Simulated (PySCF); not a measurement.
A calculated (UHF, PySCF 2.14, def2-TZVP, no relativity, point nucleus) atom or ion has these occupied shells.

```csv
shell,electrons,orbital energy (eV),"rms radius, mean of both spins (bohr)"
1s α,1,-140.38,0.482
1s β,1,-139.28,0.482
2s α,1,-18.124,2.47
```

(1) Name the element and its charge.

Results:

(1) Be⁺ (beryllium, charge +1), in [He] 2s1, 2S determinant.
